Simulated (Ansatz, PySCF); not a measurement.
Bond stretch in SiH (cation, charge +1), singlet.

Levels of theory: UHF/cc-pVQZ (Ansatz, a first-principles code); RHF/cc-pVQZ (Ansatz); UKS-CAM-B3LYP = unrestricted CAM-B3LYP/cc-pVQZ run with Ansatz; RKS-CAM-B3LYP = Ansatz with restricted CAM-B3LYP/cc-pVQZ; UKS-B3LYP = Ansatz with unrestricted B3LYP/cc-pVQZ; RKS-B3LYP = restricted B3LYP/cc-pVQZ (Ansatz); UKS-PBE = unrestricted PBE/cc-pVQZ in Ansatz; RKS-PBE = Ansatz with restricted PBE/cc-pVQZ; UKS-B3LYP/6-31G* = unrestricted B3LYP/6-31G*, spherical d (PySCF); RKS-B3LYP/6-31G* = restricted B3LYP/6-31G*, spherical d (PySCF 2.14.0); UKS-M06-2X/6-31G* = unrestricted M06-2X/6-31G*, spherical d run with PySCF; RKS-M06-2X/6-31G* = restricted M06-2X/6-31G*, spherical d in PySCF.

Scanned distances (Å): 1.24, 1.31, 1.38, 1.43, 1.46, 1.52, 1.57, 1.62, 1.63, 1.79, 1.88, 2.03, 2.28, 2.56, 2.74, 3.06, 3.27, 3.76, 4.15, 4.54, 5.41, 6.03.

Task: Where does the unrestricted solution first break spin symmetry (<S²> of 0.01 or more)?

Result: UHF: already at 1.24 Å; UKS-CAM-B3LYP: between 2.03 and 2.28 Å; UKS-B3LYP: between 2.28 and 2.56 Å; UKS-PBE: between 2.28 and 2.56 Å; UKS-B3LYP/6-31G*: between 2.28 and 2.56 Å; UKS-M06-2X/6-31G*: between 2.28 and 2.56 Å.

```tsv
R / Å	<S²> UHF	E(RHF) − E(UHF) / kJ/mol	<S²> UKS-CAM-B3LYP	E(RKS-CAM-B3LYP) − E(UKS-CAM-B3LYP) / kJ/mol	<S²> UKS-B3LYP	E(RKS-B3LYP) − E(UKS-B3LYP) / kJ/mol	<S²> UKS-PBE	E(RKS-PBE) − E(UKS-PBE) / kJ/mol	<S²> UKS-B3LYP/6-31G*	E(RKS-B3LYP/6-31G*) − E(UKS-B3LYP/6-31G*) / kJ/mol	<S²> UKS-M06-2X/6-31G*	E(RKS-M06-2X/6-31G*) − E(UKS-M06-2X/6-31G*) / kJ/mol
1.24	0.15	1.4	0.00	0.0	0.00	0.0	0.00	0.0	0.00	0.0	0.00	0.0
1.31	0.13	1.0	0.00	0.0	0.00	0.0	0.00	0.0	0.00	0.0	0.00	0.0
1.38	0.11	0.7	0.00	0.0	0.00	0.0	0.00	0.0	0.00	0.0	0.00	0.0
1.43	0.10	0.5	0.00	0.0	0.00	0.0	0.00	0.0	0.00	0.0	0.00	0.0
1.46	0.09	0.5	0.00	0.0	0.00	0.0	0.00	0.0	0.00	0.0	0.00	0.0
1.52	0.08	0.3	0.00	0.0	0.00	0.0	0.00	0.0	0.00	0.0	0.00	0.0
1.57	0.06	0.2	0.00	0.0	0.00	0.0	0.00	0.0	0.00	0.0	0.00	0.0
1.62	0.05	0.1	0.00	0.0	0.00	0.0	0.00	0.0	0.00	0.0	0.00	0.0
1.63	0.05	0.1	0.00	0.0	0.00	0.0	0.00	0.0	0.00	0.0	0.00	0.0
1.79	0.03	0.0	0.00	0.0	0.00	0.0	0.00	0.0	0.00	0.0	0.00	0.0
1.88	0.02	0.0	0.00	0.0	0.00	0.0	0.00	0.0	0.00	0.0	0.00	0.0
2.03	0.05	0.2	0.00	0.0	0.00	0.0	0.00	0.0	0.00	0.0	0.00	0.0
2.28	0.55	32.6	0.02	0.0	0.00	0.0	0.00	0.0	0.00	0.0	0.00	0.0
2.56	0.80	99.4	0.48	19.0	0.33	7.0	0.12	0.3	0.34	7.7	0.46	14.2
2.74	0.89	145.3	0.67	42.6	0.56	22.4	0.50	9.5	0.57	23.5	0.66	36.8
3.06	1.02	221.6	0.85	90.0	0.80	57.7	0.87	40.0	0.80	59.0	0.86	83.7
3.27	1.02	265.4	0.91	119.6	0.90	80.5	1.01	61.4	0.89	81.8	1.00	109.7
3.76	1.02	345.2	0.98	176.2	1.00	123.2	1.00	98.9	0.99	124.3	0.98	169.7
4.15	1.02	390.3	1.00	208.4	1.00	145.4	1.00	116.3	1.00	146.5	0.99	200.3
4.54	1.02	423.0	1.00	231.3	1.00	159.5	1.00	126.5	1.00	160.6	1.00	220.9
5.41	1.02	466.6	1.00	260.4	1.00	174.0	1.01	135.8	1.00	174.7	1.00	246.1
6.03	1.02	483.1	1.00	270.7	1.00	177.3	1.01	137.8	1.00	177.7	1.00	254.1
```
